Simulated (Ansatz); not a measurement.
The same path of CH$_{5}$BFNSi (10 atoms, charge 0, multiplicity 1) was run 3 times with different band settings. The coordinate that changes most is the dihedral H6–B1–N2–C4.

The calculation used Ansatz, RKS LDA/STO-3G.

Relaxed end points:

```xyz
10
Properties=species:S:1:pos:R:3
B 0.250 1.529 0.791
N 0.009 0.295 0.231
Si -0.102 -1.465 0.275
C -0.200 -0.255 -1.165
F 0.793 -0.051 -2.086
H 0.413 1.604 1.952
H 0.287 2.480 0.102
H -1.292 -2.026 0.894
H 1.139 -2.152 0.585
H -1.214 -0.010 -1.575
```

```xyz
10
Properties=species:S:1:pos:R:3
B 0.249 1.530 0.791
N 0.015 0.294 0.230
Si -0.100 -1.465 0.274
C -0.201 -0.255 -1.165
F 0.792 -0.054 -2.088
H 0.275 2.483 0.104
H 0.416 1.603 1.952
H -1.289 -2.020 0.899
H 1.139 -2.159 0.579
H -1.214 -0.008 -1.574
```

Common settings: movable images 7; climbing image yes; spring 5.0 eV/Å²; optimiser quadratic models (default); start path through a guess of the saddle point; iteration limit 60; end points relaxed.

| run | force threshold |
| --- | --- |
| 1 | 0.05 eV/Å |
| 2 | 0.2 eV/Å |
| 3 | 0.5 eV/Å |

Task: What does each run give, and how far can it be trusted?

Result: Run 1: converged after 21 iterations, highest image 1.472 eV above the first end. A vibrational analysis at the climbing image gives one clearly imaginary mode, 582i cm⁻¹: a first-order saddle point.
Run 2: converged after 14 iterations, highest image 1.478 eV above the first end. The threshold of 0.2 eV/Å is loose, so the images may lie well off the minimum-energy path. The order of the stationary point at the top wasn't checked.
Run 3: converged after 12 iterations, highest image 1.380 eV above the first end. The threshold of 0.5 eV/Å is loose, so the images may lie well off the minimum-energy path. The order of the stationary point at the top wasn't checked.
Limits of this set-up: minimal basis.
